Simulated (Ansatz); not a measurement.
The same atomization along the group O, S, Se.

Gas-phase electronic energies from Ansatz, PBE0-D4/def2-TZVP geometries. CBS: MP2 limit from def2 TZ/QZ plus the TZ coupled-cluster correction, frozen cores. This one scheme is used for every species, atoms too. For atomizations the MP2-based limit and the directly extrapolated one differ by several kJ/mol either way, and by 10 to 25 for some Ge, Se and Sn compounds, so smaller differences from it don't rank the levels. Functionals use def2-TZVPP. No spin–orbit coupling; open shells (•) take unrestricted orbitals. Spin–orbit coupling would lower the free atoms: a little for C, O, S, Si; clearly for Se. For Se outer-core shells are correlated without core-valence functions, so the limit isn't a true one: a few kJ/mol of doubt a bond, and 10 to 20 or more in all where bonds break to atoms. Scalar relativity is left out up to krypton. One conformer a species, not always the lowest.

```
                                      reaction  CCSD(T)/CBS(def2) (eV)
     `OC1N[SiH2]1` → C• + 5 H• + N• + O• + Si•                   32.31
     `SC1N[SiH2]1` → C• + 5 H• + N• + S• + Si•                       ?
`[SeH]C1N[SiH2]1` → C• + 5 H• + N• + Se• + Si•                   29.83
```

Q: Fill in the missing values. (Best estimate.)

A: Computed: `SC1N[SiH2]1` → C• + 5 H• + N• + S• + Si•: +30.61 eV.

Largest T1 diagnostic: 0.013, for `SC1N[SiH2]1`.
